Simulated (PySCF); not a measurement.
**Energy of F²⁺ (fluorine, charge +2) between two integer charges**

The 2p alpha orbital of [He] 2s2 2p3 is emptied in steps (occupation f), with all orbitals relaxed, ending at [He] 2s2 2p2. Calculation: PySCF 2.14, in aug-pcseg-2 (5s4p3d2f, 46 functions); the non-relativistic Hamiltonian (point nucleus). The exact energy is a straight line in f; departures are measured from the line between the end points of the same method.

Task: Among UHF, LDA, PBE, PBE0, r2SCAN, LC-wPBE, BHandHLYP, wB97X, B3LYP, BLYP, which shows the largest delocalisation error (convex curve), and which is closest to linear?

Result: Most convex: LDA (-2.924 eV at f = 0.5); closest to linear: UHF (0.385 eV).

```json
{"f": "1", "UHF (eV)": "0.000", "LDA (eV)": "0.000", "PBE (eV)": "0.000", "PBE0 (eV)": "0.000", "r2SCAN (eV)": "0.000", "LC-wPBE (eV)": "0.000", "BHandHLYP (eV)": "0.000", "wB97X (eV)": "0.000", "B3LYP (eV)": "0.000", "BLYP (eV)": "0.000"}
{"f": "0.9", "UHF (eV)": "0.143", "LDA (eV)": "-1.046", "PBE (eV)": "-1.018", "PBE0 (eV)": "-0.731", "r2SCAN (eV)": "-0.930", "LC-wPBE (eV)": "-0.522", "BHandHLYP (eV)": "-0.444", "wB97X (eV)": "-0.507", "B3LYP (eV)": "-0.791", "BLYP (eV)": "-1.018"}
{"f": "0.7", "UHF (eV)": "0.329", "LDA (eV)": "-2.449", "PBE (eV)": "-2.378", "PBE0 (eV)": "-1.705", "r2SCAN (eV)": "-2.152", "LC-wPBE (eV)": "-1.218", "BHandHLYP (eV)": "-1.035", "wB97X (eV)": "-1.179", "B3LYP (eV)": "-1.844", "BLYP (eV)": "-2.378"}
{"f": "0.5", "UHF (eV)": "0.385", "LDA (eV)": "-2.924", "PBE (eV)": "-2.830", "PBE0 (eV)": "-2.025", "r2SCAN (eV)": "-2.536", "LC-wPBE (eV)": "-1.446", "BHandHLYP (eV)": "-1.228", "wB97X (eV)": "-1.392", "B3LYP (eV)": "-2.192", "BLYP (eV)": "-2.828"}
{"f": "0.3", "UHF (eV)": "0.318", "LDA (eV)": "-2.460", "PBE (eV)": "-2.371", "PBE0 (eV)": "-1.694", "r2SCAN (eV)": "-2.108", "LC-wPBE (eV)": "-1.205", "BHandHLYP (eV)": "-1.027", "wB97X (eV)": "-1.152", "B3LYP (eV)": "-1.834", "BLYP (eV)": "-2.368"}
{"f": "0.1", "UHF (eV)": "0.134", "LDA (eV)": "-1.055", "PBE (eV)": "-1.011", "PBE0 (eV)": "-0.721", "r2SCAN (eV)": "-0.897", "LC-wPBE (eV)": "-0.510", "BHandHLYP (eV)": "-0.437", "wB97X (eV)": "-0.481", "B3LYP (eV)": "-0.782", "BLYP (eV)": "-1.009"}
{"f": "0", "UHF (eV)": "0.000", "LDA (eV)": "0.000", "PBE (eV)": "0.000", "PBE0 (eV)": "0.000", "r2SCAN (eV)": "0.000", "LC-wPBE (eV)": "0.000", "BHandHLYP (eV)": "0.000", "wB97X (eV)": "0.000", "B3LYP (eV)": "0.000", "BLYP (eV)": "0.000"}
```

```csv
method,E(f=0) − E(f=1) (eV),−ε at f=1 (eV),−ε at f=0.5 (eV)
UHF,62.282,63.891,62.249
LDA,63.247,51.654,63.212
PBE,62.936,51.631,62.957
PBE0,63.000,54.875,63.032
r2SCAN,63.236,52.871,63.373
LC-wPBE,63.119,57.322,63.153
BHandHLYP,62.880,57.943,62.904
wB97X,62.762,57.125,62.837
B3LYP,63.025,54.240,63.053
BLYP,62.784,51.477,62.810
```

Reference removal energy between the ground levels: 62.708 eV (semi-empirical (NIST evaluation); NIST Atomic Spectra Database, ionization energies). The calculation has no spin-orbit coupling. UHF lacks correlation.
